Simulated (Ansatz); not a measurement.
Calculated with Ansatz (gas phase, PBE0-D4/def2-TZVP geometries, no zero-point term in ΔE). CCSD(T)/CBS adds triple-zeta CCSD(T) − MP2 to the extrapolated MP2 energy (def2 sets, frozen cores). This one scheme is used for every species, atoms too. For atomizations the MP2-based limit and the directly extrapolated one differ by several kJ/mol either way, and by 10 to 25 for some Ge, Se and Sn compounds, so smaller differences from it don't rank the levels. DFT in def2-TZVPP. Open shells (•) are unrestricted, without spin–orbit coupling. Spin–orbit coupling would lower the free atoms: a little for B, C, Si. Each species was taken in one conformer, which may not be the lowest.

`BN([SiH2][SiH3])C(C)(C)C` → B• + 4 C• + 16 H• + N• + 2 Si•  (atomization)

`BN([SiH2][SiH3])C(C)(C)C`:

Z-matrix (Å, degrees):
```
Si
N 1 1.770
Si 1 2.341 2 111.2
H 1 1.485 2 109.4 3 -122.4
H 1 1.489 2 110.3 3 120.2
B 2 1.395 1 112.7 3 73.9
C 2 1.483 1 121.1 3 -103.9
H 3 1.488 1 110.6 2 -57.3
H 3 1.489 1 110.1 2 62.4
H 3 1.490 1 110.5 2 -177.9
H 6 1.203 2 117.0 1 1.1
H 6 1.193 2 123.4 1 -178.6
C 7 1.521 2 111.4 1 172.8
C 7 1.528 2 108.9 1 53.1
C 7 1.527 2 109.0 1 -67.2
H 13 1.091 7 111.8 2 62.1
H 13 1.092 7 111.6 2 -59.1
H 13 1.092 7 108.8 2 -178.5
H 14 1.093 7 111.8 2 -60.1
H 14 1.092 7 110.3 2 -179.6
H 14 1.092 7 110.6 2 60.6
H 15 1.092 7 111.6 2 59.8
H 15 1.092 7 110.3 2 179.7
H 15 1.092 7 110.3 2 -60.6
```

(1) What is ΔE at CCSD(T)/CBS? (Best estimate.)

(2) What do these levels give: BLYP-D4, r2SCAN-D4, ωB97X-V, B2PLYP, CCSD(T)/def2-SVP, MP2/def2-TZVPP? (An estimate is asked.)

Largest T1 diagnostic among the species: 0.014.

## Answers

(1) Computed: +91.25 eV.

(2) Computed: BLYP-D4 90.83, r2SCAN-D4 91.39, ωB97X-V 91.70, B2PLYP 90.25, CCSD(T)/def2-SVP 87.12, MP2/def2-TZVPP 89.71 eV.

In def2-TZVPP, CCSD(T) changes the Hartree–Fock value by +20.38 eV (the triples alone add +1.07 eV) and MP2 by +20.88 eV; breaking electron pairs costs correlation energy, which Hartree–Fock lacks. From BLYP to BHLYP (50 % exact exchange), in def2-TZVPP and without D4, ΔE moves by −0.29 eV: exact exchange takes away binding that semilocal exchange gives to molecules.
